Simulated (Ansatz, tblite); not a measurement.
Forces on Si₄Ge₃ at its PBE-D4/def2-SVP geometry. Charge 0, multiplicity 1.

The xTB rows come from tblite. Another isomer (singlet) lies 0.05 eV lower at PBE0-D4/def2-TZVP; other spin states weren't run for this one.

GFN1-xTB (tblite), largest force 0.86 eV/Å:

```xyz
7
positions Å, forces eV/Å
Si   -0.589    2.458    0.266    0.052    0.047    0.064
Si   -0.052   -1.504   -0.548    0.317    0.293    0.393
Si   -1.498    0.319    0.497    0.397   -0.467    0.238
Si    0.188    0.918   -1.310    0.418   -0.460    0.215
Ge    1.940   -0.695   -1.629   -0.787    0.153    0.318
Ge   -1.084   -1.770    1.611    0.157    0.489   -0.693
Ge    1.094    0.275    1.113   -0.553   -0.055   -0.534
```

GFN2-xTB (tblite), largest force 1.01 eV/Å:

```
Si -0.014 -0.404 -0.147
Si 0.502 -0.826 0.194
Si -0.472 0.157 0.821
Si 0.667 0.562 -0.400
Ge -0.776 0.266 0.591
Ge 0.380 0.677 -0.647
Ge -0.288 -0.432 -0.412
```

PBE-D4/def2-TZVP (Ansatz), largest force 0.22 eV/Å:

```
Si 0.002 -0.179 -0.058
Si 0.026 0.187 0.086
Si 0.211 0.011 -0.048
Si -0.023 -0.073 0.203
Ge -0.103 0.018 0.044
Ge 0.024 0.063 -0.091
Ge -0.136 -0.026 -0.136
```
